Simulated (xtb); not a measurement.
Cl$_{4}$OW, triplet, from a rough starting geometry (GFN-xTB shapes and energies of metal compounds can be far from the true ones) (the multiplicity is a formal guess); GFN2-xTB (xtb).

xtb was given this input:
```
$ xtb mol.xyz --gfn 2 --uhf 2 --opt vtight --json

# file mol.xyz
6

W      0.12911377    -0.06549801    -0.05463317
O      1.51689567    -0.50073616    -0.85044628
Cl     0.42518463    -0.51648060     2.07004319
Cl    -1.24106641     0.79048838    -1.68542864
Cl    -1.15495381    -1.83368407    -0.06738846
Cl     0.33252089     2.13307446     0.52478933
```

Q: What does xtb print? Leave out banner, timings and long lists.

A: 
```
   ID    Z sym.   atoms
    1   74 W      1
    2    8 O      2
    3   17 Cl     3-6

           -------------------------------------------------
          |                Calculation Setup                |
           -------------------------------------------------

           -------------------------------------------------
          |                 G F N 2 - x T B                 |
           -------------------------------------------------

          ...................................................
          :                      SETUP                      :
          :.................................................:
          :  # basis functions                  54          :
          :  # atomic orbitals                  49          :
          :  # shells                           17          :
          :  # electrons                        40          :
          :  max. iterations                   250          :
          :  Hamiltonian                  GFN2-xTB          :
          :  restarted?                      false          :
          :  GBSA solvation                  false          :
          :  PC potential                    false          :
          :  electronic temp.          300.0000000     K    :
          :  accuracy                    1.0000000          :
          :  -> integral cutoff          0.2500000E+02      :
          :  -> integral neglect         0.1000000E-07      :
          :  -> SCF convergence          0.1000000E-05 Eh   :
          :  -> wf. convergence          0.1000000E-03 e    :
          :  Broyden damping             0.4000000          :
          :  net charge                          0          :
          :  unpaired electrons                  2          :
          ...................................................

 iter      E             dE          RMSdq      gap      omega  full diag
   1    -19.4282897 -0.194283E+02  0.223E+01    1.89       0.0  T
   2    -18.6423511  0.785939E+00  0.284E+01    0.67       1.0  T
   3    -23.5504787 -0.490813E+01  0.175E+01    1.78       1.0  T
   4    -23.3005836  0.249895E+00  0.209E+01    1.93       1.0  T
   5    -24.0329610 -0.732377E+00  0.160E+01    1.88       1.0  T
   6    -24.4796899 -0.446729E+00  0.111E+01    1.95       1.0  T
   7    -24.7788223 -0.299132E+00  0.572E+00    1.98       1.0  T
   8    -24.8623390 -0.835167E-01  0.323E+00    2.05       1.0  T
   9    -24.8750985 -0.127595E-01  0.198E+00    1.99       1.0  T
  10    -24.8763586 -0.126016E-02  0.182E+00    1.91       1.0  T
  11    -24.8769804 -0.621792E-03  0.171E+00    1.90       1.0  T
  12    -24.8723116  0.466877E-02  0.274E+00    1.98       1.0  T
  13    -24.8801897 -0.787802E-02  0.150E+00    1.97       1.0  T
  14    -24.8836984 -0.350870E-02  0.503E-01    1.94       1.0  T
  15    -24.8831118  0.586530E-03  0.752E-01    1.94       1.0  T
  16    -24.8816682  0.144366E-02  0.112E+00    1.93       1.0  T
  17    -24.8840552 -0.238701E-02  0.225E-01    1.95       1.0  T
  18    -24.8841035 -0.483606E-04  0.152E-01    1.95       1.0  T
  19    -24.8840985  0.505661E-05  0.154E-01    1.95       1.0  T
  20    -24.8841250 -0.265110E-04  0.708E-02    1.95       1.0  T
  21    -24.8841376 -0.125996E-04  0.128E-02    1.95       3.2  T
  22    -24.8841375  0.447139E-07  0.128E-02    1.95       3.2  T
  23    -24.8841378 -0.291763E-06  0.223E-03    1.95      18.3  T
  24    -24.8841379 -0.169757E-07  0.963E-04    1.95      42.4  T
  25    -24.8841378  0.430789E-07  0.490E-03    1.95       8.3  T
  26    -24.8841378 -0.382365E-07  0.205E-03    1.95      19.9  T
  27    -24.8841379 -0.332195E-08  0.145E-03    1.95      28.2  T
  28    -24.8841379 -0.401363E-08  0.279E-04    1.95     146.2  T

   *** convergence criteria satisfied after 28 iterations ***

 transition dipole moment (au) for excitation:          20          21
     X       Y       Z
  -0.0239  -0.0054  -0.0198  total (au/Debye):    0.031   0.080
 dE (eV)             :    2.764
[...]
 * total energy  :   -24.8408391 Eh     change       -0.1661000E-09 Eh
 * total energy  :   -24.8519256 Eh     change       -0.1108651E-01 Eh
 * total energy  :   -24.8530230 Eh     change       -0.1097423E-02 Eh
 * total energy  :   -24.8530970 Eh     change       -0.7403188E-04 Eh
 * total energy  :   -24.8531021 Eh     change       -0.5110960E-05 Eh
 * total energy  :   -24.8531055 Eh     change       -0.3378084E-05 Eh
 * total energy  :   -24.8531059 Eh     change       -0.3735403E-06 Eh
 * total energy  :   -24.8531061 Eh     change       -0.1803821E-06 Eh
 * total energy  :   -24.8531063 Eh     change       -0.1962174E-06 Eh
 * total energy  :   -24.8531065 Eh     change       -0.1882930E-06 Eh
 * total energy  :   -24.8531066 Eh     change       -0.1709423E-06 Eh
 * total energy  :   -24.8531067 Eh     change       -0.6952262E-07 Eh
   *** GEOMETRY OPTIMIZATION CONVERGED AFTER 12 ITERATIONS ***
         :: total energy             -24.853106696141 Eh    ::
[...]
        15        2.0000           -0.4735805             -12.8868
        16        2.0000           -0.4728510             -12.8669
        17        1.9946           -0.4661749             -12.6853
        18        1.9900           -0.4655734             -12.6689
        19        1.8994           -0.4632936             -12.6069
        20        1.1160           -0.4592833             -12.4977
        21        1.0000           -0.3741171             -10.1802 (HOMO)
        22                         -0.2900800              -7.8935 (LUMO)
        23                         -0.2895000              -7.8777
        24                         -0.2823446              -7.6830
        25                         -0.2342714              -6.3748
        26                         -0.0310937              -0.8461
        27                         -0.0224334              -0.6104
        28                         -0.0222306              -0.6049
        29                         -0.0218957              -0.5958
        30                         -0.0218180              -0.5937
        31                         -0.0218162              -0.5936
        32                         -0.0216998              -0.5905
       ...                                ...                  ...
        49                          1.0704364              29.1281
      -------------------------------------------------------------
                  HL-Gap            0.0840371 Eh            2.2868 eV
             Fermi-level           -0.3966555 Eh          -10.7935 eV

     #   Z          covCN         q      C6AA      α(0)
     1  74 W        4.259     0.652   443.986    46.473
     2   8 O        0.830    -0.357    20.860     6.123
     3  17 Cl       0.948    -0.074   101.444    15.409
     4  17 Cl       0.948    -0.074   101.443    15.409
     5  17 Cl       0.948    -0.073   101.441    15.409
     6  17 Cl       0.948    -0.074   101.443    15.409

 Mol. C6AA /au·bohr⁶  :       4273.807706
 Mol. C8AA /au·bohr⁸  :     295132.232762
 Mol. α(0) /au        :        114.230875

Wiberg/Mayer (AO) data.
largest (>0.10) Wiberg bond orders for each atom

 ---------------------------------------------------------------------------
     #   Z sym  total        # sym  WBO       # sym  WBO       # sym  WBO
 ---------------------------------------------------------------------------
     1  74 W    6.307 --     2 O    2.284     5 Cl   1.006     6 Cl   1.006
                             4 Cl   1.005     3 Cl   1.005
     2   8 O    2.538 --     1 W    2.284
     3  17 Cl   1.422 --     1 W    1.005     4 Cl   0.157     5 Cl   0.109
     4  17 Cl   1.422 --     1 W    1.005     3 Cl   0.157     6 Cl   0.109
     5  17 Cl   1.423 --     1 W    1.006     6 Cl   0.156     3 Cl   0.109
     6  17 Cl   1.423 --     1 W    1.006     5 Cl   0.156     4 Cl   0.109
 ---------------------------------------------------------------------------

Topologies differ in total number of bonds
Writing topology from bond orders to xtbtopo.mol

molecular dipole:
                 x           y           z       tot (Debye)
 q only:       -0.549       0.169       0.300
   full:       -0.633       0.195       0.347       1.901
molecular quadrupole (traceless):
                xx          xy          yy          xz          yz          zz
 q only:       -1.488       0.891       1.016       1.591      -0.420       0.472
  q+dip:       -1.155       0.751       0.758       1.324      -0.235       0.397
   full:       -1.467       0.998       0.918       1.750      -0.224       0.548

optimized geometry written to: xtbopt.xyz

           -------------------------------------------------
          | TOTAL ENERGY              -24.853106696141 Eh   |
          | GRADIENT NORM               0.000021271920 Eh/α |
          | HOMO-LUMO GAP               2.286765318159 eV   |
           -------------------------------------------------

normal termination of xtb
```
